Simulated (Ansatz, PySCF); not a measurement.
This PySCF input computes a SVWN5/def2-TZVPD energy:

```python
from pyscf import gto, scf, dft

mol = gto.M(
    atom='''
    Si    1.09333811   -0.74691316   -0.21744771
    F     2.01731901    0.54347047    0.02960483
    N    -0.57277886   -0.49268670   -0.04741589
    Si   -1.83183247    0.64654072    0.22536149
    H     1.48805548   -1.75439817    0.78854207
    H     1.33179535   -1.18489426   -1.60812182
    H    -2.21834788    1.10642514   -1.13491663
    H    -1.42296715    1.81527857    1.04019544
    H    -2.98603397   -0.01962465    0.86897574
    ''',
    basis='def2-tzvpd',
    charge=0,
    spin=1,
    verbose=4,
)

mf = dft.UKS(mol, xc='svwn').density_fit(auxbasis='def2-universal-jkfit')
mf.grids.level = 3
mf.conv_tol = 1e-9
mf.max_cycle = 100
mf.max_memory = 1500
mf.kernel()
if not mf.converged:
    mf = mf.newton()
    mf.kernel(mf.make_rdm1())
for _ in range(2):
    mo, _, stable, _ = mf.stability(return_status=True)
    if stable:
        break
    mf.kernel(mf.make_rdm1(mo, mf.mo_occ))
mf.analyze()
```

Question: Write an input for the same energy in Ansatz (a quantum-chemistry and plane-wave program) and say what it gives.

Answer: 
Ansatz 0.2 input:
```yaml
crystal:
  periodic: [false, false, false]
  atoms:
    - {symbol: Si, position_ang: [1.09333811, -0.74691316, -0.21744771]}
    - {symbol: F, position_ang: [2.01731901, 0.54347047, 0.02960483]}
    - {symbol: N, position_ang: [-0.57277886, -0.49268670, -0.04741589]}
    - {symbol: Si, position_ang: [-1.83183247, 0.64654072, 0.22536149]}
    - {symbol: H, position_ang: [1.48805548, -1.75439817, 0.78854207]}
    - {symbol: H, position_ang: [1.33179535, -1.18489426, -1.60812182]}
    - {symbol: H, position_ang: [-2.21834788, 1.10642514, -1.13491663]}
    - {symbol: H, position_ang: [-1.42296715, 1.81527857, 1.04019544]}
    - {symbol: H, position_ang: [-2.98603397, -0.01962465, 0.86897574]}
basis:
  gaussian:
    orbitals: def2-TZVPD
hamiltonian:
  xc: {name: SVWN5}
magnetization: {spin_polarized: true, initial_magnetization: 1}
output: {forces: true}
```
It gives -733.27628 Eh, and PySCF -733.27637 Eh, a difference of 0.09 mEh, from the treatment of integrals and grids.

It need not be the lowest isomer of its formula.
